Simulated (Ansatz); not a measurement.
All values below come from frozen-core CCSD(T)/cc-pVTZ // B3LYP-D3(BJ)/def2-TZVP (Ansatz, a first-principles code).

Ansatz 0.2 input:
```yaml
crystal:
  periodic: [false, false, false]
  atoms:
    - { symbol: O, position_ang: [-0.934262, -0.362095, 0.118666] }
    - { symbol: Ga, position_ang: [0.59195, 0.559959, -0.204173] }
    - { symbol: F, position_ang: [2.081609, -0.325901, 0.171821] }
    - { symbol: H, position_ang: [-1.739297, 0.128036, -0.086314] }
basis:
  gaussian: { orbitals: cc-pVTZ }
correlation:
  method: ccsd_t
magnetization:
  spin_polarized: true
  initial_magnetization: 1
```

Output:

```
Functional definition: HF
739 factors; integrals over basis functions are off by at most 7.6e-4 eV
mean field evaluation 1: about -57092.8105 eV, gradient 3.4e1 eV
mean field evaluation 2: about -57092.8179 eV, gradient 3.4e1 eV
mean field evaluation 4: about -57097.2348 eV, gradient 2.4e0 eV
mean field evaluation 8: about -57097.3447 eV, gradient 2.8e-1 eV
mean field evaluation 16: about -57094.9829 eV, gradient 2.7e1 eV
mean field evaluation 32: about -57091.0456 eV, gradient 1.8e-2 eV
mean field evaluation 64: about -57094.0380 eV, gradient 9.7e-4 eV
mean field -57097.34685888 eV, -2098.2887950921 hartree, gradient 1.6e-6 eV, S^2 0.757762; 1 other end points of the search recorded, 0 dependent functions left out
determinant -57097.34685888 eV, -2098.2887950921 hartree, with singles and doubles -57114.51280259 eV, -2098.9196318879 hartree
determinant -57094.03804437 eV, -2098.1671984017 hartree, with singles and doubles -57110.65856613 eV, -2098.7779913105 hartree
11 core orbitals not correlated
reference -57097.34685888 eV, -2098.2887950921 hartree; 14, 13 occupied and 92, 93 virtual orbitals, 739 factors
second order -17.22570622 eV of doubles, -0.00000000 eV of singles
cycle   1  -17.13201413 eV  change    -1.8e0 eV  update   3.1e-2
cycle   2  -17.18822291 eV  change   -5.6e-2 eV  update   8.0e-3
cycle   3  -17.18952362 eV  change   -1.3e-3 eV  update   4.8e-3
cycle   4  -17.19066669 eV  change   -1.1e-3 eV  update   1.7e-3
cycle   5  -17.19091746 eV  change   -2.5e-4 eV  update   8.5e-4
cycle   6  -17.19140060 eV  change   -4.8e-4 eV  update   3.3e-4
cycle   7  -17.19150988 eV  change   -1.1e-4 eV  update   1.5e-4
cycle   8  -17.19156325 eV  change   -5.3e-5 eV  update   6.2e-5
cycle   9  -17.19153720 eV  change    2.6e-5 eV  update   2.8e-5
perturbative correction -0.67503020 eV, -0.0248069023 hartree
Total energy: -57115.21342628 eV, -2098.9453793337 hartree
```

Cost: very roughly 70 core-seconds.
